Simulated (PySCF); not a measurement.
# V²⁺: ionisation energy

V²⁺ [Ar] 3d3 (4F) → V³⁺ [Ar] 3d2 (3F), as a difference of total energies. All numbers are calculated (PySCF 2.14, the spin-free X2C one-electron Hamiltonian (Gaussian nucleus), in x2c-TZVPPall). Correlated levels: valence: [Ar] frozen. The calculations carry no spin-orbit coupling.

| method | ionisation energy (eV) | plus first-order spin-orbit estimate | error of that sum (eV) |
| --- | --- | --- | --- |
| UHF | 28.159 | 28.150 | -1.161 |
| MP2 (valence) | 28.523 | 28.515 | -0.796 |
| SCS-MP2 (valence) | 28.280 | 28.272 | -1.039 |
| CCSD (valence) | 28.590 | 28.582 | -0.729 |
| CCSD(T) (valence) | 28.593 | 28.584 | -0.727 |

Reference: 29.311 eV (measured; NIST Atomic Spectra Database, ionization energies).

A first-order spin-orbit estimate (lowest level to lowest level, LS coupling) adds -0.008 eV.

Errors of the correlated levels include the incompleteness of this basis and the frozen core.
